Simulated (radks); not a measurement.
The numbers below are computed, except where a source is named.
Problem. The thulium ion Tm10+ is in [Kr] 4d10 4f(5/2: 6, 7/2: 3) 5s2 5p(1/2: 2, 3/2: 0). Level of theory: Dirac Kohn-Sham, relativistic LDA (MacDonald-Vosko exchange, VWN5 correlation), spin-unpolarised, spherical densities, finite nucleus; Fermi nuclear charge, rms radius of each element as measured or else 0.836 A^(1/3) + 0.57 fm (a radial shooting solver on a logarithmic mesh with Libxc functionals). Sub-shells are occupied by j as written (lower j first in brackets). One electron is removed from 4f5/2, 5p1/2, 5s1/2, 4f7/2 in turn, with full relaxation. Which removal costs least, and what does each cost?

Solution. 5p1/2 196.20 eV; 4f7/2 200.83 eV; 4f5/2 202.49 eV; 5s1/2 224.04 eV. The 5p1/2 electron leaves first.
